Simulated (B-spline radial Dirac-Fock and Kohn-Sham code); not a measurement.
## Binding energies of Lu at several levels of theory

System: atomic lutetium, configuration [Xe] 4f13 5d1 6s2 6p1 (not the ground configuration).

The density-functional columns are spherical, spin-unpolarised Dirac-Kohn-Sham results without Breit or QED terms: −ε is minus the orbital energy of the initial state and ΔSCF the difference of two total energies. The reference in the last column comes from ΔSCF Dirac-Fock with Breit, self-energy and vacuum polarisation, finite nucleus, configuration average. All numbers are from a radial atomic solver, in eV; a selection of levels is shown. For the 1s level of heavy atoms much of the gap between ΔSCF and the reference is the Breit and QED part, -304.1 eV here; for other levels the error of the functional can be larger.

| level | LDA −ε | LDA ΔSCF | Dirac-Fock |
| --- | --- | --- | --- |
| K | 63099.6 | 63621.6 | 63329.8 |
| L1 | 10745.9 | 10839.2 | 10898.3 |
| L2 | 10262.5 | 10382.8 | 10370.5 |
| L3 | 9146.3 | 9250.9 | 9265.7 |
| M1 | 2444.4 | 2469.9 | 2520.8 |
| M2 | 2229.6 | 2257.1 | 2289.3 |
| M3 | 1991.7 | 2016.6 | 2050.5 |
| M4 | 1625.0 | 1655.3 | 1662.6 |
| M5 | 1573.0 | 1602.4 | 1611.6 |
| N1 | 495.5 | 506.4 | 534.2 |
| N2 | 407.9 | 418.8 | 439.3 |
| N3 | 353.4 | 363.8 | 385.0 |
| N4 | 208.9 | 219.1 | 228.6 |
| N5 | 198.9 | 209.0 | 218.6 |
| N6,7 | 20.38 | 29.29 | 25.55 |
| O1 | 68.62 | 75.13 | 78.53 |
| O2 | 43.65 | 49.69 | 48.66 |
| O3 | 36.18 | 41.89 | 41.23 |
| O4,5 | 5.33 | 9.45 | 8.46 |
| P1 | 6.61 | 9.60 | 7.88 |
| P2,3 | 2.39 | 4.66 | 4.22 |

Values without a named source are computed, but for edge energies of neutral atoms, which are taken from tables.
